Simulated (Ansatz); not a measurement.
`[NH2][GeH2][CH]=[Se]` + H₂ → `[NH2][GeH3]` + `C=[Se]` at 400 K and 1 bar (hydrogenolysis of a Ge–C bond).

Isolated molecules relaxed with PBE0-D4/def2-TZVP in Ansatz; ΔE leaves out vibrations. CBS: MP2 limit from def2 TZ/QZ plus the TZ coupled-cluster correction, frozen cores. This one scheme is used for every species. For Ge, Se outer-core shells are correlated without core-valence functions, which leaves a few kJ/mol of doubt a bond. Scalar relativity is left out up to krypton. One conformer a species, not always the lowest.

```json
{"species": "`[NH2][GeH2][CH]=[Se]`", "CCSD(T)/CBS energy (Eh)": "-4572.55336", "H − E (kJ/mol)": "181.5", "S (J/(mol·K))": "393.5"}
{"species": "H₂", "CCSD(T)/CBS energy (Eh)": "-1.17544", "H − E (kJ/mol)": "38.0", "S (J/(mol·K))": "139.0"}
{"species": "`[NH2][GeH3]`", "CCSD(T)/CBS energy (Eh)": "-2133.81884", "H − E (kJ/mol)": "149.5", "S (J/(mol·K))": "296.9"}
{"species": "`C=[Se]`", "CCSD(T)/CBS energy (Eh)": "-2439.91603", "H − E (kJ/mol)": "78.0", "S (J/(mol·K))": "255.2"}
```

H − E and S are ideal-gas, rigid-rotor, harmonic terms from PBE0-D4/def2-TZVP, for one conformer and one mirror image of each species. For small species the MP2-based limit differs from directly extrapolated CCSD(T) by up to some mEh (0.8 for H₂); such offsets cancel only in part. 1 Eh = 2625.50 kJ/mol, R = 8.31446 J/(mol·K).

Question: By hand: ΔE, ΔH, ΔS and ΔG.

Answer: ΔE = (-2133.81884) + (-2439.91603) − (-4572.55336) − (-1.17544) = -0.00607 Eh = -15.9 kJ/mol. Δ(H − E) = 149.5 + 78.0 − 181.5 − 38.0 = 8.0, so ΔH = -7.9 kJ/mol. ΔS = 296.9 + 255.2 − 393.5 − 139.0 = 19.6 J/(mol·K). ΔG = -7.9 − 400 × (19.6)/1000 = -15.7 kJ/mol.

Question: By hand: the equilibrium constant, and the temperature at which ΔG would vanish if ΔH and ΔS stayed fixed.

Answer: log₁₀ K = −ΔG/(RT ln 10) = 2.1. ΔH and −TΔS have one sign here, so there is no such temperature.

TΔS isn't small against ΔH here. A doubt of 5 kJ/mol in ΔE shifts log₁₀ K by 0.7 here. Other conformers and mirror images would add mixing entropy, several J/(mol·K) or more a flexible species. Modes under 60 cm⁻¹, often nearly free rotors, make the harmonic entropy too high. These are equilibria of isolated gas molecules and say nothing of rates. Largest T1 diagnostic: 0.015 (customary marks: 0.02 for closed shells, 0.045 for open ones).
